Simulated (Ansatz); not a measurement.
F3HO2W (`[O]=[W]([OH])([F])([F])[F]`), one more setting.

```yaml
crystal:
  periodic: [false, false, false]
  atoms:
    - {symbol: O, position_ang: [-1.735204, -0.632008, 0.815442]}
    - {symbol: W, position_ang: [-0.050783, 0.320230, -0.157111]}
    - {symbol: O, position_ang: [1.032700, -0.813154, 0.457283]}
    - {symbol: F, position_ang: [-0.174915, -0.725546, -1.577808]}
    - {symbol: F, position_ang: [-1.160084, 1.630083, -1.003944]}
    - {symbol: F, position_ang: [0.263354, 1.307384, 1.215771]}
    - {symbol: H, position_ang: [1.996584, -0.728308, 0.212926]}
basis:
  gaussian: {orbitals: x2c-TZVPPall}
hamiltonian: {xc: {name: HSE06}, pseudopotentials: {relativity: none}}
output: {forces: true}
```

```sh
$ ansatz run in.yaml --threads 4 --pin off --events-out ev --progress --plain --max-ram 10444MiB
```

Output, abridged:

```
Functional definition: HSE06
1863 factors; their error is unknown
90 factors; integrals over basis functions are off by at most 8.3e-7 eV
mean field evaluation 1: about -415430.5781 eV, gradient 1.2e2 eV
mean field evaluation 2: about -415121.9019 eV, gradient 3.7e2 eV
mean field evaluation 4: about -415334.7305 eV, gradient 2.1e2 eV
mean field evaluation 8: about -415448.3066 eV, gradient 5.6e1 eV
mean field evaluation 16: about -415453.8259 eV, gradient 7.1e-2 eV
mean field -415454.68171659 eV, -15267.6779477870 hartree, gradient 1.7e-5 eV, S^2 0.000000; 0 other end points of the search recorded, 0 dependent functions left out
reference -415454.68179317 eV, -15267.6779506015 hartree; 59, 59 occupied and 207, 207 virtual orbitals, 1863 factors
WARN: the results are in doubt because the basis set is contracted for relativity, which is off
Total energy: -415454.68179317 eV, -15267.6779506015 hartree
Atom 0 at    -1.735204    -0.632008     0.815442 Å, force     6.869592     3.868916    -3.987131 eV/Å
Atom 1 at    -0.050783     0.320230    -0.157111 Å, force   -11.676429    -5.396445     3.965531 eV/Å
Atom 2 at     1.032700    -0.813154     0.457283 Å, force     3.105563     0.595091    -0.892316 eV/Å
Atom 3 at    -0.174915    -0.725546    -1.577808 Å, force     0.421558     0.480686    -0.607730 eV/Å
Atom 4 at    -1.160084     1.630083    -1.003944 Å, force     1.623891    -0.410279     0.094239 eV/Å
Atom 5 at     0.263354     1.307384     1.215771 Å, force     0.790826     1.553491     0.785697 eV/Å
Atom 6 at     1.996584    -0.728308     0.212926 Å, force    -1.135001    -0.691460     0.641710 eV/Å
Dipole moment:     1.412370     0.083765    -0.172413 e Å
In doubt: the basis set is contracted for relativity, which is off
```

It took 27 s on 4 threads of an Intel Xeon on a shared host, with 1.3 GiB of host memory at the peak.
